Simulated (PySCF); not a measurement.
SMILES C[Si](C)(C)CCB (C5H15BSi), GFN2-xTB optimised geometry. Atoms within 1.6 Å of the plane z = 0.0 Å (x, y, z in Å): B1 (2.59, 0.08, 1.29), C2 (1.02, 0.04, 1.21), C3 (0.40, -0.67, 0.00), Si4 (-1.52, -0.67, 0.00), C5 (-2.17, -1.57, 1.55), C6 (-2.14, -1.57, -1.56), C7 (-2.17, 1.13, 0.00), H9 (3.25, -0.42, 0.47), H10 (0.64, 1.06, 1.26), H12 (0.77, -1.70, -0.03), H13 (0.77, -0.19, -0.91), H14 (-3.25, -1.66, 1.53), H18 (-1.80, -2.60, -1.59), H19 (-3.23, -1.58, -1.60), H20 (-1.77, 1.70, -0.83), H21 (-3.25, 1.15, -0.08), H22 (-1.91, 1.65, 0.91).

Computed with CAM-B3LYP/def2-SVP (PySCF). Cells within 0.4 Å of a nucleus heavier than hydrogen are left out (blank, or x).

Map of the electron localisation function on the plane z = 0.0 Å:

```
|00000000000000000000000000000|
|00000000000000000000000000000|
|00000000000000000000000000000|
|00000000000000000000000000000|
|00000000000000000000000000000|
|00000000000000000000000000000|
|00000000000000000000000000000|
|00000000000000000000000000000|
|00013311232100000000000000000|
|00068974465200000000000000000|
|00299998346300000000000000000|
|00499999xx4300000000000000000|
|00299998xx7510000000025641000|
|00048876899622222100279996100|
|00000114850157556300399999300|
|0000000221x5395x3510499999500|
|0000000114xx293x1410299999400|
|00000001302058779830079998100|
|00000001332134799980017982000|
|00000000121111799991001210000|
|00000000000000499991000000000|
|00000000000000189960000000000|
|00000000000000013300000000000|
|00000000000000000000000000000|
|00000000000000000000000000000|
|00000000000000000000000000000|
|00000000000000000000000000000|
|00000000000000000000000000000|
|00000000000000000000000000000|
```
Scale: ten equal steps from 0.000 (start of '0') to 1.000 (end of '9'), in the order '0123456789'; x runs from -5.50 to 5.50, y from -5.50 (bottom) to 5.50 (top).
